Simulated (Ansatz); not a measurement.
`CS[SiH](C)Cl` + H–F → `CS[SiH](F)Cl` + CH₄  (ligand exchange at the Si–C bond)

Program: Ansatz. Geometries: PBE0-D4/def2-TZVP. ΔE: electronic, gas phase. CCSD(T)/CBS is the MP2 limit (def2-TZVPP, def2-QZVPP) plus CCSD(T) − MP2 in def2-TZVPP, frozen cores. This one scheme is used for every species. Functionals use def2-TZVPP. B3LYP here is the variant with VWN-RPA as its local correlation; programs differ in this. HSE06 is defined as in plane-wave codes. Each species was taken in one conformer, which may not be the lowest.

`CS[SiH](C)Cl`:

Cartesian coordinates in Å:
```
C -1.984 1.336 0.054
S -0.196 1.416 -0.251
Si 0.304 -0.619 0.032
C 2.120 -0.830 -0.275
Cl -0.150 -1.227 1.956
H -2.470 0.654 -0.644
H -2.185 1.027 1.080
H -2.374 2.341 -0.100
H -0.539 -1.473 -0.840
H 2.408 -1.871 -0.119
H 2.698 -0.205 0.408
H 2.366 -0.549 -1.302
```

H–F:

Z-matrix (Å, degrees):
```
F
H 1 0.920
```

`CS[SiH](F)Cl`:

Cartesian coordinates in Å:
```
C -0.967 1.093 0.478
S 0.807 0.789 0.744
Si 1.077 -0.933 -0.418
F 0.829 -0.644 -1.964
Cl -0.254 -2.404 0.071
H -1.218 1.966 1.079
H -1.172 1.308 -0.570
H -1.557 0.242 0.814
H 2.456 -1.417 -0.234
```

CH₄:

Z-matrix (Å, degrees):
```
C
H 1 1.090
H 1 1.090 2 109.5
H 1 1.090 2 109.5 3 -120.0
H 1 1.090 2 109.5 3 120.0
```

```
             level  ΔE (kJ/mol)  difference from CCSD(T)/CBS
       LDA (SPW92)       -129.8                          4.8
            PBE-D4       -129.7                          4.9
         revPBE-D4       -126.1                          8.5
           BLYP-D4       -142.2                         -7.6
         r2SCAN-D4       -143.0                         -8.4
            B97M-V       -148.7                        -14.1
           PBE0-D4       -129.6                          5.0
          B3LYP-D4       -142.4                         -7.8
          HSE06-D4       -129.4                          5.2
          BHLYP-D4       -146.2                        -11.6
      CAM-B3LYP-D4       -146.8                        -12.2
           ωB97X-V       -140.2                         -5.6
           ωB97M-V       -139.6                         -5.0
            B2PLYP       -145.9                        -11.3
          PBE-QIDH       -133.9                          0.7
               PBE       -134.3                          0.3
            revPBE       -135.2                         -0.6
              BLYP       -151.1                        -16.5
            r2SCAN       -144.4                         -9.8
             B3LYP       -149.6                        -15.0
           r2SCANh       -143.2                         -8.6
           r2SCAN0       -141.5                         -6.9
             HSE06       -133.2                          1.4
             BHLYP       -152.3                        -17.7
           LC-ωPBE       -137.1                         -2.5
RPA@PBE/def2-TZVPP       -136.6                         -2.0
       HF/def2-SVP       -147.5                        -12.9
      MP2/def2-SVP       -137.3                         -2.7
     CCSD/def2-SVP       -138.8                         -4.2
  CCSD(T)/def2-SVP       -137.6                         -3.0
     HF/def2-TZVPP       -158.3                        -23.7
    MP2/def2-TZVPP       -134.0                          0.6
SCS-MP2/def2-TZVPP       -140.3                         -5.7
   CCSD/def2-TZVPP       -138.6                         -4.0
CCSD(T)/def2-TZVPP       -136.0                         -1.4
     HF/def2-QZVPP       -160.0                        -25.4
    MP2/def2-QZVPP       -133.8                          0.8
SCS-MP2/def2-QZVPP       -140.0                         -5.4
     MP2/CBS(def2)       -132.7                          1.9
    CCSD/CBS(def2)       -137.2                         -2.6
       CCSD(T)/CBS       -134.6                            0
```

Largest T1 diagnostic among the species: 0.011.

Leaving LDA and LC-ωPBE aside and taking each functional with its dispersion term where it has one, the values spread over 22.6 kJ/mol, from B97M-V to revPBE-D4. LDA lies +4.5 kJ/mol from PBE without D4. The D4 term adds +7.1 kJ/mol with B3LYP and +4.1 kJ/mol with PBE0; it sums over pairs of atoms, weighted by their polarisabilities, and B3LYP, whose exchange is more repulsive, gets the larger term. In def2-TZVPP, CCSD(T) changes the Hartree–Fock value by +22.3 kJ/mol (the triples alone add +2.6 kJ/mol) and MP2 by +24.3 kJ/mol.

CCSD(T)/CBS has its own doubt, a few kJ/mol and more with outer-core shells, so smaller differences from it don't rank the levels.
